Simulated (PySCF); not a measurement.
**UHF on Mn (manganese, neutral)**

Configuration: [Ar] 3d5 4s2, high-spin 6S determinant. Computed with PySCF 2.14 in aug-cc-pVDZ (7s6p4d2f, 59 functions), with the non-relativistic Hamiltonian (point nucleus).

```json
{"Total energy": "-1149.867706 hartree", "One-electron energy": "-1585.3144 hartree", "Hartree (Coulomb) energy": "486.4381 hartree", "Exchange energy": "-50.9913 hartree", "Kinetic energy": "1149.88490 hartree", "⟨S²⟩": "8.7709", "⟨L²⟩": "0.000", "Sum of ⟨r⟩": "21.81 bohr", "Sum of ⟨r²⟩": "43.30 bohr²", "Density at the nucleus (Gaussians lack the cusp)": "10500 bohr⁻³", "Spin density at the nucleus": "1.21 bohr⁻³", "Langevin diamagnetic susceptibility": "-34.3 ×10⁻⁶ cm³/mol"}
```

```
shell  electrons  mean orbital energy (eV)  rms radius, mean of both spins (bohr)
 1s α          1                   -6545.3                                 0.0713
 1s β          1                   -6545.3                                 0.0713
 2s α          1                   -793.99                                  0.305
 2s β          1                   -790.30                                  0.305
 2p α          3                   -677.04                                  0.274
 2p β          3                   -673.40                                  0.274
 3s α          1                   -109.47                                  0.924
 3s β          1                   -98.392                                  0.924
 3p α          3                   -74.249                                  0.992
 3p β          3                   -60.827                                  0.992
 3d α          5                   -17.490                                   1.28
 4s α          1                    -7.455                                   3.66
 4s β          1                    -6.153                                   3.66
```

Spin-orbit constants ζ (cm⁻¹) from the X2C one-electron operator on these orbitals (non-relativistic here): bare nucleus, nucleus screened by l(l+1)(2l+1)/3 electrons, and screened by the Breit-Pauli mean field of the electrons.

| shell | bare | screened nucleus | mean field |
| --- | --- | --- | --- |
| 2p | 57180 | 52610 | 50470 |
| 3p | 6715 | 6178 | 5882 |
| 3d | 609.3 | 365.6 | 326.5 |
